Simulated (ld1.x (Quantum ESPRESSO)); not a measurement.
## Building the TM potential for platinum (LDA (PZ), scalar-relativistic).

| Item | Value |
| --- | --- |
| Element | platinum (Pt) |
| Generator | ld1.x (Quantum ESPRESSO) 7.5 |
| Type | norm-conserving Troullier–Martins (Kleinman–Bylander form) |
| Functional | LDA (PZ) |
| Relativity | scalar-relativistic |
| Frozen core | [Xe] 4f14 |
| Valence charge | 10 |
| Reference configuration | 5d9 6s0 6p0 (charge +1) |
| Partial waves | 6s (bound, empty): rc 1.85 bohr; 5d (bound): rc 1.65 bohr; 6p (bound, empty): rc 3.05 bohr |
| Local potential | the p channel |
| Core correction | none |

All-electron outer shells of the reference configuration (LDA (PZ), scalar-relativistic, ld1.x):

```
shell  level (eV)  outermost node (bohr)  outermost maximum (bohr)
   5p      -64.62                   0.53                      0.98
   5d      -14.59                   0.57                      1.26
   6s      -13.26                   1.14                      2.30
   6p       -6.84                   1.35                      3.02
```

Question: Does the generator finish with these settings?

Answer: Yes, a potential is produced and its reference levels are reproduced.

Question: Estimate the cutoffs (Ry, on a coarse ladder) from which the occupation-weighted sum of valence levels, in a spherical-Bessel basis at the reference potential, stays within 10 and 1 mRy of its value at 400 Ry.

Answer: 40 Ry and 60 Ry.

Question: What does a ghost test show?

Answer: No extra level below or beside the all-electron valence levels (s, d, p, f tested).

Question: Tests: 5d9 6s1 6p0; 5d8 6s0 6p0; 5d7 6s0 6p0; 5d9.5 6s0.5 6p0; 5d8 6s1 6p0; 5d8 6s1 6p1; 5d9 6s0.5 6p0. Which has the largest error in its energy relative to the reference configuration, and how large is it?

Answer: 5d7 6s0 6p0, with -481 meV (all-electron minus pseudo) on +52.77 eV.
